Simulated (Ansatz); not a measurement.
(KI)4 ring (K4I4), relaxed as a singlet with RKS r2SCAN-D4/def2-SVP in Ansatz, starting from the GFN2-xTB geometry. Force threshold 0.02 eV/Å.

In the def2 sets I takes a core potential; there is no spin–orbit coupling. Another isomer (singlet) lies 0.83 eV lower at PBE0-D4/def2-TZVP; other spin states weren't run for this one.

Start:

```tsv
atom	x (Å)	y (Å)	z (Å)
I1	-1.5619	1.1319	-1.4411
I2	-1.2688	-5.0573	1.0621
I3	1.5711	-1.1474	1.3925
I4	1.2553	5.0661	-1.0260
K5	-1.5829	4.2937	-2.4818
K6	-1.6025	-2.0162	-0.2622
K7	1.5599	-4.2735	2.5338
K8	1.6297	2.0027	0.2227
```

Task: Estimate the energy that the relaxation releases and the steps that it takes.

Result: 10.3 kJ/mol, in 5 steps; 32 s on 4 threads of Intel Xeon Platinum 8259CL on a shared host. No frequencies were taken in this run, so the end may be a saddle point.

Task: Does the start keep its bonding and symmetry?

Result: By distances, no bond broke or formed. The bond that changes most is I1–K8, from 3.70 to 3.48 Å (atoms count from 1). Point group Ci at the start, C2 at the end, both within 0.05 Å.

Task: Predict the relaxed structure.

Result: 
```xyz
8

I    -1.665    1.111   -1.498
I    -1.336   -5.105    1.041
I     1.690   -1.125    1.454
I     1.315    5.117   -1.004
K    -1.485    4.291   -2.429
K    -1.310   -1.966   -0.103
K     1.460   -4.275    2.472
K     1.331    1.952    0.067
```
Bond lengths (bridged metal pairs left out): 10 × I–K 3.25 to 3.48 Å.
